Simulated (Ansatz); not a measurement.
Computed with Ansatz on PBE0-D4/def2-TZVP structures; ΔE is electronic, products minus reactants. CCSD(T)/CBS adds triple-zeta CCSD(T) − MP2 to the extrapolated MP2 energy (def2 sets, frozen cores). This one scheme is used for every species, atoms too. DFT in def2-TZVPP. HSE06 is defined as in plane-wave codes. No spin–orbit coupling; open shells (•) take unrestricted orbitals. Spin–orbit coupling would lower the free atoms: a little for O; clearly for Br. def2 core potentials past Kr. Bonds to Br, Cd are less sure, by a few kJ/mol each and by 10 to 20 or more in all where they break to atoms, as the def2 sets lack core-valence functions. Scalar relativity is left out up to krypton. Each species was taken in one conformer, which may not be the lowest.

Consider the atomization: `[OH][Cd][Br]` → Br• + Cd (atom) + H• + O•.

`[OH][Cd][Br]`:

Cartesian coordinates in Å:
```
O -0.443 1.352 -0.469
Cd 0.333 -0.388 0.009
Br 1.398 -2.476 0.502
H -1.288 1.512 -0.042
```

CCSD(T)/CBS gives +9.88 eV.

Problem. Another level gave +9.84 eV. Which?
A. PBE/def2-TZVPP
B. ωB97M-V/def2-TZVPP
C. HF/def2-TZVPP
D. HSE06/def2-TZVPP

Solution. A. PBE 9.84, ωB97M-V 9.77, HSE06 9.54, HF/def2-TZVPP 6.15 eV.

Largest T1 diagnostic among the species: 0.015.

The D4 term adds +0.12 eV with B3LYP and +0.06 eV with PBE0; it sums over pairs of atoms, weighted by their polarisabilities, and B3LYP, whose exchange is more repulsive, gets the larger term. From PBE to PBE0 (25 % exact exchange), in def2-TZVPP and without D4, ΔE moves by −0.31 eV: exact exchange takes away binding that semilocal exchange gives to molecules. Leaving LDA and LC-ωPBE aside and taking each functional with its dispersion term where it has one, the values, not all of them listed here, spread over 0.94 eV, from BHLYP-D4 to PBE-D4. LDA lies +1.81 eV from PBE without D4, its usual overbinding.

B3LYP here is the variant with VWN-RPA as its local correlation; programs differ in this.

For atomizations the MP2-based limit and the directly extrapolated one differ by several kJ/mol either way, and by 10 to 25 for some Ge, Se and Sn compounds, so smaller differences from it don't rank the levels.
